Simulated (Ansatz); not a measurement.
Steps of a relaxation of `[CH3][AlH-]([CH3])[SeH2+]` with RKS PBE0-D4/def2-TZVP.

```sh
$ ansatz run in.yaml --threads 4 --pin off --events-out ev --progress --plain --max-ram 10444MiB
```

```yaml
crystal:
  periodic: [false, false, false]
  atoms:
    - {symbol: C, position_ang: [-1.173818, 1.503708, -0.585058]}
    - {symbol: Al, position_ang: [-0.298178, -0.277169, -0.645715]}
    - {symbol: C, position_ang: [1.676350, -0.400536, -0.485626]}
    - {symbol: Se, position_ang: [-1.068889, -1.155435, 1.813237]}
    - {symbol: H, position_ang: [-1.055346, 2.010975, -1.568624]}
    - {symbol: H, position_ang: [-0.726198, 2.183390, 0.171651]}
    - {symbol: H, position_ang: [-2.266643, 1.452206, -0.392743]}
    - {symbol: H, position_ang: [-1.076314, -1.489320, -1.382655]}
    - {symbol: H, position_ang: [2.158209, -0.114699, -1.447163]}
    - {symbol: H, position_ang: [2.090211, 0.283043, 0.286865]}
    - {symbol: H, position_ang: [2.030815, -1.427971, -0.254234]}
    - {symbol: H, position_ang: [-0.110172, -2.289725, 1.868857]}
    - {symbol: H, position_ang: [-0.159626, -0.313166, 2.635909]}
basis:
  gaussian: {orbitals: def2-TZVP}
hamiltonian: {xc: pbe0, dispersion: d4}
relax: {f_tol: 0.005, max_steps: 150}
```

Positions (Å) and forces (eV/Å) along the path, 9 of 9 steps:

```xyz
13
step=1 energy=-74155.2437 eV
C    -1.174    1.504   -0.585   -0.142    0.332   -0.040
Al   -0.298   -0.277   -0.646    0.017    0.041   -0.015
C     1.676   -0.401   -0.486    0.371   -0.011    0.002
Se   -1.069   -1.155    1.813    0.505   -0.049    0.192
H    -1.055    2.011   -1.569   -0.050   -0.232    0.455
H    -0.726    2.183    0.172   -0.214   -0.326   -0.346
H    -2.267    1.452   -0.393    0.521    0.010   -0.078
H    -1.076   -1.489   -1.383    0.086    0.129    0.077
H     2.158   -0.115   -1.447   -0.229   -0.127    0.441
H     2.090    0.283    0.287   -0.200   -0.326   -0.355
H     2.031   -1.428   -0.254   -0.179    0.487   -0.101
H    -0.110   -2.290    1.869   -0.251    0.272   -0.026
H    -0.160   -0.313    2.636   -0.236   -0.200   -0.206
13
step=2 energy=-74155.2796 eV
C    -1.167    1.492   -0.582   -0.048    0.114   -0.032
Al   -0.298   -0.280   -0.646    0.039    0.069    0.003
C     1.665   -0.401   -0.482    0.129   -0.005   -0.012
Se   -1.051   -1.136    1.802    0.053   -0.025    0.046
H    -1.046    2.004   -1.549   -0.014   -0.076    0.139
H    -0.729    2.157    0.177   -0.054   -0.101   -0.098
H    -2.248    1.436   -0.395    0.146   -0.003   -0.023
H    -1.069   -1.482   -1.380    0.007    0.009    0.012
H     2.145   -0.110   -1.430   -0.072   -0.038    0.130
H     2.070    0.268    0.290   -0.068   -0.090   -0.103
H     2.013   -1.419   -0.259   -0.055    0.137   -0.029
H    -0.110   -2.265    1.851   -0.038    0.043    0.006
H    -0.155   -0.300    2.617   -0.024   -0.034   -0.040
13
step=3 energy=-74155.2821 eV
C    -1.163    1.495   -0.586   -0.004   -0.005    0.014
Al   -0.295   -0.272   -0.642    0.001   -0.014   -0.024
C     1.665   -0.395   -0.485   -0.002   -0.002    0.009
Se   -1.056   -1.148    1.806    0.002    0.030    0.004
H    -1.046    2.001   -1.551    0.008   -0.004   -0.010
H    -0.725    2.158    0.167    0.005    0.007    0.011
H    -2.239    1.436   -0.395   -0.009   -0.004    0.002
H    -1.065   -1.477   -1.367   -0.004   -0.006   -0.013
H     2.140   -0.111   -1.431   -0.004    0.006   -0.010
H     2.068    0.276    0.281    0.005    0.009    0.011
H     2.009   -1.408   -0.256   -0.002   -0.009    0.002
H    -0.119   -2.277    1.863    0.004   -0.014   -0.012
H    -0.153   -0.312    2.609    0.000    0.005    0.016
13
step=4 energy=-74155.2827 eV
C    -1.166    1.492   -0.587    0.003   -0.005   -0.005
Al   -0.294   -0.273   -0.648   -0.006   -0.004    0.019
C     1.665   -0.393   -0.483   -0.006    0.000   -0.001
Se   -1.053   -1.127    1.816   -0.006    0.004   -0.016
H    -1.045    1.998   -1.552   -0.001    0.008   -0.001
H    -0.730    2.153    0.169    0.001    0.000    0.000
H    -2.242    1.430   -0.400   -0.001   -0.002   -0.002
H    -1.063   -1.480   -1.373    0.001    0.002    0.003
H     2.141   -0.104   -1.427    0.004    0.002    0.000
H     2.065    0.276    0.287   -0.001    0.001   -0.001
H     2.010   -1.407   -0.257    0.001   -0.002   -0.001
H    -0.146   -2.281    1.854    0.003   -0.003    0.003
H    -0.123   -0.319    2.616    0.008    0.000    0.002
13
step=5 energy=-74155.2829 eV
C    -1.166    1.492   -0.589    0.000   -0.001   -0.001
Al   -0.295   -0.274   -0.645    0.003    0.004    0.001
C     1.665   -0.391   -0.482    0.002    0.000   -0.001
Se   -1.051   -1.121    1.816    0.002    0.000    0.002
H    -1.043    2.000   -1.553    0.001    0.001    0.000
H    -0.733    2.153    0.169   -0.001    0.000    0.000
H    -2.243    1.429   -0.405    0.000    0.000    0.000
H    -1.064   -1.483   -1.366   -0.003   -0.003   -0.001
H     2.141   -0.101   -1.425   -0.001    0.001    0.000
H     2.063    0.278    0.288   -0.001    0.000    0.000
H     2.011   -1.405   -0.257   -0.001    0.000    0.000
H    -0.159   -2.287    1.851   -0.002    0.000   -0.001
H    -0.106   -0.325    2.613    0.000   -0.001    0.000
13
step=6 energy=-74155.2829 eV
C    -1.167    1.491   -0.592    0.000    0.000   -0.001
Al   -0.295   -0.274   -0.643    0.001    0.005   -0.002
C     1.665   -0.389   -0.480    0.003    0.000   -0.001
Se   -1.049   -1.113    1.820    0.013   -0.004    0.009
H    -1.040    2.001   -1.554    0.001   -0.001    0.001
H    -0.738    2.152    0.169   -0.002    0.000   -0.001
H    -2.245    1.428   -0.412    0.001    0.001    0.000
H    -1.064   -1.485   -1.361   -0.002   -0.002    0.000
H     2.141   -0.097   -1.424   -0.001    0.000    0.001
H     2.062    0.280    0.290    0.000   -0.001    0.000
H     2.012   -1.403   -0.256    0.000    0.001    0.001
H    -0.174   -2.292    1.847   -0.007    0.009    0.000
H    -0.087   -0.332    2.611   -0.007   -0.007   -0.005
13
step=7 energy=-74155.2829 eV
C    -1.168    1.492   -0.594    0.000   -0.002    0.001
Al   -0.295   -0.273   -0.642    0.002    0.004   -0.003
C     1.664   -0.388   -0.480    0.000    0.000   -0.001
Se   -1.047   -1.110    1.822    0.011   -0.005    0.010
H    -1.036    2.002   -1.555    0.002    0.000   -0.003
H    -0.742    2.152    0.169    0.000    0.002    0.001
H    -2.246    1.428   -0.419   -0.002    0.001    0.000
H    -1.065   -1.486   -1.357   -0.001   -0.002    0.001
H     2.140   -0.096   -1.424    0.000    0.001   -0.003
H     2.061    0.282    0.290    0.001    0.001    0.002
H     2.012   -1.401   -0.255    0.001   -0.002    0.001
H    -0.181   -2.296    1.844   -0.006    0.006   -0.002
H    -0.077   -0.340    2.616   -0.007   -0.003   -0.006
13
step=8 energy=-74155.2830 eV
C    -1.168    1.493   -0.596   -0.001   -0.001    0.001
Al   -0.295   -0.272   -0.640   -0.003    0.000    0.001
C     1.665   -0.386   -0.479   -0.001    0.000    0.000
Se   -1.046   -1.107    1.827    0.009   -0.001    0.003
H    -1.032    2.003   -1.557    0.001    0.000   -0.001
H    -0.747    2.154    0.169    0.000    0.000   -0.001
H    -2.247    1.429   -0.427    0.001    0.000    0.000
H    -1.067   -1.488   -1.349    0.002    0.001    0.000
H     2.139   -0.096   -1.424    0.000    0.000   -0.001
H     2.061    0.285    0.289    0.001    0.000    0.001
H     2.013   -1.399   -0.253    0.000    0.000    0.000
H    -0.189   -2.300    1.838   -0.003    0.005    0.000
H    -0.066   -0.349    2.618   -0.005   -0.004   -0.003
13
step=9 energy=-74155.2830 eV
C    -1.168    1.494   -0.597   -0.001    0.000    0.002
Al   -0.296   -0.272   -0.639   -0.001    0.001   -0.001
C     1.664   -0.386   -0.479   -0.001    0.000    0.001
Se   -1.045   -1.108    1.828    0.001    0.000    0.000
H    -1.031    2.002   -1.558    0.001   -0.001    0.000
H    -0.747    2.155    0.168    0.000    0.000   -0.001
H    -2.247    1.429   -0.428    0.001    0.000    0.000
H    -1.067   -1.487   -1.348    0.000    0.001    0.001
H     2.139   -0.097   -1.425    0.000    0.000   -0.001
H     2.062    0.286    0.288    0.000    0.000    0.000
H     2.013   -1.399   -0.252    0.000    0.000    0.000
H    -0.188   -2.301    1.837    0.000    0.001    0.000
H    -0.067   -0.350    2.620   -0.001   -0.001   -0.001
```

Hardware: 4 threads of an Arm Neoverse V1 on a shared host. Wall time 38 s, peak host memory 0.6 GiB.
